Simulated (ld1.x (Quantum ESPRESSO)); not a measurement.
**Zr: RRKJ pseudisation with PBEsol, scalar-relativistic reference atom.**

zirconium, norm-conserving RRKJ (Kleinman–Bylander form), made with ld1.x (Quantum ESPRESSO) 7.5 (PBEsol, scalar-relativistic). Core [Ar] 3d10, reference 4s2 4p6 4d2 5s2 5p0. Waves: 4s (bound): rc 1.55 bohr; 4p (bound): rc 1.60 bohr; 4d (bound): rc 2.35 bohr. Local part: the d channel. Core correction: Bessel-smoothed model core, default radius (core density twice the valence density). rho0 = 0.02.

Occupied shells without a wave of their own: 5s. They enter only through the test configuration that unscreens the potential, and ld1.x also counts them in the model core charge.

All-electron outer shells of the reference configuration (PBEsol, scalar-relativistic, ld1.x):

| shell | level (eV) | outermost node (bohr) | outermost maximum (bohr) |
| --- | --- | --- | --- |
| 3p | -317.38 | 0.18 | 0.40 |
| 3d | -174.70 | – | 0.35 |
| 4s | -54.46 | 0.55 | 1.08 |
| 4p | -32.43 | 0.56 | 1.17 |
| 5s | -4.46 | 1.47 | 3.15 |
| 4d | -3.61 | 0.58 | 1.61 |
| 5p | -1.45 | 1.70 | 4.10 |

Results:

* Cutoffs needed: 55 Ry and 90 Ry (the cutoffs (Ry, on a coarse ladder) from which the occupation-weighted sum of valence levels, in a spherical-Bessel basis at the reference potential, stays within 10 and 1 mRy of its value at 400 Ry)
* Ghost test: no extra level below or beside the all-electron valence levels (s, p, d, f tested) (spherical-Bessel basis up to 400 Ry, 20 bohr box)
* Largest excitation error: -909 meV (all-electron minus pseudo) for 4s2 4p6 4d1 5s0 5p0, out of 7 test configurations

ld1.x takes every shell without a wave as core, so the model core holds the 5s electrons as well and exchange and correlation see them twice. This cancels in the reference configuration, but the file is broken for other ones, and its errors say nothing about a proper core correction.

Generation and tests took about 2.8 s on one core of a shared server CPU.
